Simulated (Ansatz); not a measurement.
Species: SnHSF, charge 0, singlet. SnHSF (SMILES [Sn]([F])[SH]).
B3LYP-D3(BJ)/def2-TZVP minimum from Ansatz (a first-principles code):
```xyz
4

Sn     0.1563    -0.2374     0.5010
F      0.4355    -1.5567    -0.9191
S     -0.6792     1.4695    -1.0448
H     -0.8665     2.3674    -0.0595
```
Charge 0, spin multiplicity 1.

Total energies in hartree (Ansatz). Radicals and triplets start from unrestricted determinants; spin-orbit coupling is neglected. Cores are frozen in correlated methods (noble-gas shells, and filled d and f shells in the p block). Past Kr the def2 sets carry scalar-relativistic core potentials. Where a partner has so few electrons that a lower coupled-cluster level is exact, that level stands in. Spin-orbit terms, left out, reach several kcal/mol for Br and I, and more for heavier atoms.

| species | HF/def2-TZVPP | CCSD(T)/def2-TZVPP | HF/def2-QZVPP | CCSD(T)/def2-QZVPP | CCSDT(Q)/def2-TZVPP |
|---|---|---|---|---|---|
| 1: SnHSF (SMILES [F][Sn][SH]) | -711.04134 | -711.59887 | -711.06025 | -711.66438 | -711.60112 |
| 2: Sn (triplet) | -213.33992 | -213.39742 | -213.34066 | -213.40091 | -213.39789 |
| 3: F (doublet) | -99.41180 | -99.62506 | -99.41589 | -99.65118 | -99.62536 |
| 4: S (triplet) | -397.50200 | -397.64674 | -397.51300 | -397.66869 | -397.64766 |
| 5: H (doublet) | -0.49981 | -0.49981 | -0.49998 | -0.49998 | -0.49981 |

Q: Work out the atomisation energy (electronic, to ground-state atoms) in kcal/mol: take Hartree-Fock from def2-QZVPP, extrapolate the CCSD(T) correlation energy as X^-3 (X = 3, 4), and add CCSDT(Q) - CCSD(T) in def2-TZVPP. 1 hartree = 627.51 kcal/mol.

A: 
Species 1: correlation (64·(-0.60413) - 27·(-0.55753))/37 = -0.63814; step -0.00225; E1 = -711.06025 + (-0.63814) + (-0.00225) = -711.70064
Species 2: correlation (64·(-0.06025) - 27·(-0.05750))/37 = -0.06226; step -0.00047; E2 = -213.34066 + (-0.06226) + (-0.00047) = -213.40339
Species 3: correlation (64·(-0.23529) - 27·(-0.21326))/37 = -0.25137; step -0.00030; E3 = -99.41589 + (-0.25137) + (-0.00030) = -99.66756
Species 4: correlation (64·(-0.15569) - 27·(-0.14474))/37 = -0.16368; step -0.00092; E4 = -397.51300 + (-0.16368) + (-0.00092) = -397.67760
Species 5: correlation (64·(0.00000) - 27·(0.00000))/37 = 0.00000; step +0.00000; E5 = -0.49998 + (0.00000) + (+0.00000) = -0.49998
-1·E1 +1·E2 +1·E3 +1·E4 +1·E5 = 0.45211 hartree = 283.7 kcal/mol.
